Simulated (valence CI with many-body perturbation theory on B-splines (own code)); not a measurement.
## E1 line list for Ba⁴³⁺

Computed by valence CI with perturbative core correlation (CI+MBPT): three valence electrons over a frozen Dirac-Fock core [Ne], radial functions for each j: 11 s, 11 p, 9 d, 7 f, 5 g, 2 h, 1 i, with the one-electron correlation potential Σ1 (screened to all orders), the two-electron term Σ2, the three-electron term Σ3, Breit, model QED; selected single and double excitations, second order for the rest (own B-spline code, finite nucleus).

The last digits are not significant, and no measured levels were compared; by estimate large intervals hold to a few tenths of a per cent, small ones and those within an open d or f shell to about a per cent.

Lines 51 to 100 of 277 in falling wavelength, among levels below 47.701 Ry, chosen from the strongest by gf and those to the six lowest levels. Wavelengths and rates use the calculated energies. Electric multipoles are in the length gauge, E1 and E2 with the static RPA response of the core. Weak lines are less certain than strong ones. Lines between different terms over intervals too small for the method are left out, as are lines whose strength nearly cancels. The highest levels of a list are the least certain.

Levels are named by their leading jj configuration (3d3/2^4 stands for four electrons in 3d with j = 3/2), which in mixed levels can hold well under half, so a name can repeat and another be missing. Letters in brackets count levels of one name in rising energy.

```tsv
λ vac (nm)	Upper	Lower	A (s⁻¹)	S (a.u.) with core polarisation	S without
8.922	(3s 3p1/2 3d3/2) J=3/2 [a]	(3s 3p1/2 3p3/2) J=5/2	8.26e+09	1.16e-02	1.18e-02
8.421	(3s 3p1/2 3d3/2) J=5/2	(3s 3p1/2 3p3/2) J=5/2	5.06e+09	8.95e-03	9.11e-03
8.299	(3s 3p1/2 3d3/2) J=1/2	(3s 3p1/2 3p3/2) J=3/2 [b]	2.16e+04	1.22e-08	5.69e-09
8.221	(3s 3p1/2 3d3/2) J=3/2 [a]	(3s 3p1/2 3p3/2) J=3/2 [a]	1.07e+08	1.17e-04	1.19e-04
8.213	(3s 3p1/2 3d3/2) J=3/2 [b]	(3s 3p1/2 3p3/2) J=3/2 [b]	5.91e+09	6.46e-03	6.58e-03
8.013	(3s 3p1/2 3d5/2) J=5/2 [a]	(3s 3p1/2 3p3/2) J=3/2 [b]	7.47e+08	1.14e-03	1.16e-03
7.794	(3s 3p1/2 3d3/2) J=5/2	(3s 3p1/2 3p3/2) J=3/2 [a]	4.84e+08	6.79e-04	6.90e-04
7.780	(3s 3d3/2 3d5/2) J=7/2 [b]	(3s 3p3/2 3d3/2) J=5/2 [b]	3.11e+10	5.77e-02	5.87e-02
7.717	(3s 3d3/2 3d5/2) J=7/2 [b]	(3s 3p3/2 3d5/2) J=7/2 [a]	1.76e+10	3.19e-02	3.25e-02
7.622	(3s^2 3d3/2) J=3/2	(3s^2 3p3/2) J=3/2	1.93e+07	1.69e-05	1.79e-05
7.586	(3s 3p1/2 3d5/2) J=3/2	(3s 3p1/2 3p3/2) J=1/2	2.17e+10	1.87e-02	1.90e-02
7.423	(3s 3p1/2 3d3/2) J=3/2 [b]	(3s 3p1/2 3p3/2) J=5/2	1.90e+07	1.53e-05	1.52e-05
7.322	(3p1/2 3p3/2 3d5/2) J=5/2 [a]	(3p1/2 3p3/2^2) J=5/2	2.14e+10	2.49e-02	2.53e-02
7.316	(3s 3p1/2 3d5/2) J=5/2 [b]	(3s 3p1/2 3p3/2) J=3/2 [b]	2.75e+10	3.19e-02	3.25e-02
7.307	(3s 3p3/2 3d5/2) J=5/2 [a]	(3s 3p3/2^2) J=5/2	2.91e+10	3.36e-02	3.42e-02
7.259	(3s 3p1/2 3d5/2) J=5/2 [a]	(3s 3p1/2 3p3/2) J=5/2	1.73e+09	1.95e-03	1.99e-03
7.227	(3s 3p1/2 3d5/2) J=3/2	(3s 3p1/2 3p3/2) J=3/2 [b]	1.01e+10	7.51e-03	7.65e-03
7.112	(3s^2 3d5/2) J=5/2	(3s^2 3p3/2) J=3/2	3.19e+10	3.40e-02	3.46e-02
7.020	(3s 3d3/2 3d5/2) J=5/2 [b]	(3s 3p3/2 3d5/2) J=3/2 [a]	2.78e+10	2.84e-02	2.90e-02
7.012	(3s 3p3/2 3d3/2) J=7/2	(3s^2 3d5/2) J=5/2	1.32e+10	1.80e-02	1.83e-02
7.007	(3p1/2 3p3/2 3d5/2) J=1/2	(3p1/2 3p3/2^2) J=1/2	1.31e+11	4.46e-02	4.54e-02
6.992	(3s 3p1/2 3d3/2) J=1/2	(3s 3p1/2 3p3/2) J=3/2 [a]	3.56e+09	1.20e-03	1.23e-03
6.988	(3s 3d3/2 3d5/2) J=7/2 [a]	(3s 3p3/2 3d3/2) J=5/2 [a]	8.09e+10	1.09e-01	1.11e-01
6.976	(3s 3p1/2 3d5/2) J=7/2	(3s 3p1/2 3p3/2) J=5/2	4.86e+10	6.52e-02	6.63e-02
6.976	(3p1/2^2 3d5/2) J=5/2	(3p1/2^2 3p3/2) J=3/2	3.77e+10	3.79e-02	3.85e-02
6.968	(3p1/2 3p3/2 3d5/2) J=7/2 [b]	(3p1/2 3p3/2^2) J=5/2	1.29e+11	1.73e-01	1.76e-01
6.962	(3p1/2 3p3/2 3d5/2) J=5/2 [b]	(3p1/2 3p3/2^2) J=3/2	2.09e+11	2.09e-01	2.13e-01
6.936	(3s 3p3/2 3d5/2) J=1/2	(3s 3p3/2^2) J=1/2	1.57e+11	5.16e-02	5.25e-02
6.931	(3s 3p1/2 3d3/2) J=3/2 [b]	(3s 3p1/2 3p3/2) J=3/2 [a]	6.85e+09	4.50e-03	4.58e-03
6.925	(3p1/2 3p3/2 3d5/2) J=3/2 [b]	(3p1/2 3p3/2^2) J=1/2	5.47e+10	3.59e-02	3.65e-02
6.923	(3s 3p3/2 3d5/2) J=7/2 [a]	(3s 3p3/2^2) J=5/2	3.82e+10	5.00e-02	5.09e-02
6.908	(3s 3d3/2 3d5/2) J=9/2	(3s 3p3/2 3d5/2) J=9/2	1.85e+10	3.02e-02	3.07e-02
6.819	(3s 3p3/2 3d5/2) J=5/2 [b]	(3s 3p3/2^2) J=3/2	2.16e+11	2.02e-01	2.06e-01
6.788	(3s 3p1/2 3d5/2) J=5/2 [a]	(3s 3p1/2 3p3/2) J=3/2 [a]	9.14e+10	8.46e-02	8.61e-02
6.762	(3p1/2 3p3/2 3d5/2) J=5/2 [b]	(3p1/2 3p3/2^2) J=5/2	3.51e+10	3.22e-02	3.28e-02
6.740	(3s 3d3/2 3d5/2) J=9/2	(3s 3p3/2 3d3/2) J=7/2	1.49e+11	2.25e-01	2.29e-01
6.735	(3s 3d3/2 3d5/2) J=5/2 [a]	(3s 3p3/2 3d3/2) J=3/2 [a]	9.69e+10	8.77e-02	8.93e-02
6.704	(3s 3p3/2 3d5/2) J=3/2 [b]	(3s 3p3/2^2) J=1/2	1.07e+11	6.34e-02	6.46e-02
6.682	(3s 3p1/2 3d5/2) J=5/2 [b]	(3s 3p1/2 3p3/2) J=5/2	4.16e+10	3.67e-02	3.74e-02
6.662	(3s 3d3/2 3d5/2) J=3/2 [a]	(3s 3p3/2 3d3/2) J=1/2 [a]	9.81e+10	5.73e-02	5.83e-02
6.646	(3s 3p1/2 3p3/2) J=3/2 [a]	(3s^2 3p1/2) J=1/2	7.80e+08	4.52e-04	4.61e-04
6.630	(3s 3d3/2 3d5/2) J=3/2 [a]	(3s 3p3/2 3d3/2) J=3/2 [a]	2.26e+10	1.30e-02	1.32e-02
6.608	(3s 3p1/2 3d5/2) J=3/2	(3s 3p1/2 3p3/2) J=5/2	2.69e+10	1.53e-02	1.56e-02
6.512	(3p1/2 3p3/2 3d5/2) J=3/2 [b]	(3p1/2 3p3/2^2) J=5/2	3.90e+10	2.12e-02	2.16e-02
6.494	(3s 3p3/2 3d5/2) J=7/2 [b]	(3s 3p3/2^2) J=5/2	2.58e+11	2.79e-01	2.85e-01
6.474	(3s 3d3/2 3d5/2) J=7/2 [b]	(3s 3p3/2 3d3/2) J=7/2	4.59e+10	4.92e-02	5.01e-02
6.454	(3p1/2 3p3/2 3d3/2) J=5/2 [b]	(3s 3p1/2 3d5/2) J=3/2	2.47e+10	1.96e-02	2.00e-02
6.442	(3s 3d3/2 3d5/2) J=5/2 [b]	(3s 3p3/2 3d3/2) J=7/2	3.45e+10	2.73e-02	2.78e-02
6.436	(3s 3p3/2 3d5/2) J=3/2 [a]	(3s^2 3d5/2) J=5/2	3.25e+10	1.71e-02	1.74e-02
6.394	(3s 3d3/2 3d5/2) J=7/2 [b]	(3s 3p3/2 3d3/2) J=5/2 [a]	2.85e+10	2.94e-02	3.00e-02
```
